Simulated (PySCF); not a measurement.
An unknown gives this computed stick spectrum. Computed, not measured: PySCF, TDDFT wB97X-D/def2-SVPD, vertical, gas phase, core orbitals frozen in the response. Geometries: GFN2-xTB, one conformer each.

| state | E (eV) | f | main configurations (H = HOMO, L = LUMO) |
| --- | --- | --- | --- |
| S1 | 5.51 | 0.444 | H→L (89%) |
| S2 | 5.72 | 0.0001 | H-1→L (75%) |
| S3 | 5.87 | 0.0005 | H→L+1 (27%), H-1→L (19%), H→L+4 (19%) |
| S4 | 6.26 | 0.0017 | H→L+1 (45%), H→L+4 (25%) |
| S5 | 6.48 | 0.0010 | H→L+3 (43%), H→L+2 (26%), H→L+1 (11%) |
| S6 | 7.02 | 0.0001 | H→L+5 (47%), H→L+4 (29%), H→L+7 (9%) |
| S7 | 7.21 | 0.015 | H→L+3 (43%), H→L+2 (37%) |
| S8 | 7.33 | 0.226 | H-1→L+3 (36%), H-1→L+2 (22%), H-2→L (9%) |

Triplets computed (Tamm–Dancoff): 3.55, 5.40, 5.73 eV.

Task: Which structure fits?
A. `CC#C/C=C/O[SiH3]`
B. `C#CC1=CC(F)=C[SiH2]1`
C. `C#C[Si@@H]1C=CC=C1F`

Result: A. Its S1, at 5.51 eV, is the highest among the candidates; the nearest of the others has S1 at 4.14 eV. S1 is HOMO→LUMO (89%). Löwdin shares by element: HOMO carbon 76% or more (atoms not listed hold the other 24%); LUMO carbon 73% or more (atoms not listed hold the other 27%). At the same level the other candidates give, for their lowest levels:
- `C#CC1=CC(F)=C[SiH2]1`: 3.94 eV (f 0.184); 4.52 eV (f 0.000); 5.93 eV (f 0.068); 5.97 eV (f 0.000); 6.24 eV (f 0.002); T1 2.32 eV; HOMO -8.40, LUMO -0.50 eV
- `C#C[Si@@H]1C=CC=C1F`: 4.14 eV (f 0.046); 5.48 eV (f 0.001); 5.71 eV (f 0.012); 6.07 eV (f 0.000); 6.20 eV (f 0.006); T1 2.55 eV; HOMO -8.48, LUMO 0.05 eV

Conformer computed: `[CH3:1][C:2]#[C:3]/[CH:4]=[CH:5]/[O:6][SiH3:7]`: C4–C5–O6–Si7 0°.
